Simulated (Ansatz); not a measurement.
Harmonic frequencies (cm⁻¹) at PBE0-D4/def2-TZVP from Ansatz: 146, 159, 206, 431, 543, 590, 665, 691, 757, 791, 866, 898, 917, 931, 949, 1019, 1063, 1099, 1154, 1286, 1606, 2210, 2227, 2252, 3100, 3214, 3250.

Question: Which molecule is it?
A. `CC1[SiH2]C1=S`
B. `C[SiH]1C=CS1`
C. `[SiH3]C1C=CS1`
D. `C/N=C(\N)O`

Answer: C.
